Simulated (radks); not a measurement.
Species: Au2+. Configuration: [Kr] 4d10 4f14 5s1 5p6 5d9 5f1 (not the ground configuration). Method: Dirac Kohn-Sham, PBE, spin-unpolarised, spherical densities, finite nucleus; open shells are shared between the two j in proportion to 2j + 1; Fermi nuclear charge, rms radius 5.4371 fm; computed with a radial shooting solver on a logarithmic mesh with Libxc functionals.

Radial electron density D(r) = 4 pi r^2 rho(r):

r (bohr)  D(r) (e/bohr)
0.001691          22.51
0.001984          27.92
0.002328          34.35
0.002732          41.86
0.003232          50.90
0.003793          60.51
0.004451          70.85
0.005265          82.04
0.006178          92.38
0.00725           101.6
0.008508          108.9
0.01006           113.5
0.01181           114.4
0.01386           112.2
0.01627           107.8
0.01924           103.1
0.02258           101.2
0.0265            104.4
0.03109           113.4
0.03678           127.4
0.04317           140.3
0.05065           146.8
0.05992           142.8
0.07032           130.7
0.08252           118.8
0.09684           115.9
0.1146            124.8
0.1344            135.5
0.1578            134.1
0.1851            115.4
0.219             88.88
0.257             75.46
0.3016            79.38
0.3567            88.59
0.4186            85.64
0.4913            68.35
0.5765            46.74
0.682             30.59
0.8003            23.56
0.9392            20.54
1.102             17.46
1.304             13.01
1.53              8.558
1.795             4.934
2.107             2.501
2.492             1.084
2.925            0.4729
3.432            0.2564
4.06             0.2104
4.765            0.2096
5.592            0.1896
6.562            0.1382
7.762           0.07502
9.109           0.03136
10.69          0.009315
12.54          0.001832
14.84         0.0001995

D(r) has 5 maxima, at r = 0.0114, 0.0519, 0.144, 0.377, 4.54 bohr, and minima at 0.0224, 0.0930, 0.265, 4.23 bohr, inside which lie 2.03, 11.09, 29.99, 76.33 electrons.
